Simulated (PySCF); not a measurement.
The group X on silaethenyl-X is varied. Isolated molecules, 0 K electronic values unless said otherwise. One relaxed conformer stands for each flexible species; it need not be the lowest. Strings in code marks are SMILES.

The four lowest singlet excitations (Tamm–Dancoff). All values below come from PySCF with PBE-D3(BJ)/def2-TZVP // PBE0-D3(BJ)/def2-TZVP. Excitations are Tamm–Dancoff values on a coarser integration grid. The basis has no diffuse functions, so Rydberg states are missing or too high.

```csv
state,energy (eV),wavelength (nm),oscillator strength
S1,3.37,368,0.022
S2,4.27,291,0.005
S3,4.41,281,0.002
S4,4.68,265,0.055
```

Problem. Say which member gives these states.
A. `C=[SiH][S@@](C)=O` (C–Si–S–O torsion 10°)
B. `C=[SiH]N(C)C` (C–Si–N–C torsion 180°)
C. `C=[SiH]CC` (C–Si–C–C torsion 1°)
D. `C=[SiH]C(C)=O` (C–Si–C–O torsion 0°)

Solution. A, `C=[SiH][S@@](C)=O` (C–Si–S–O torsion 10°)
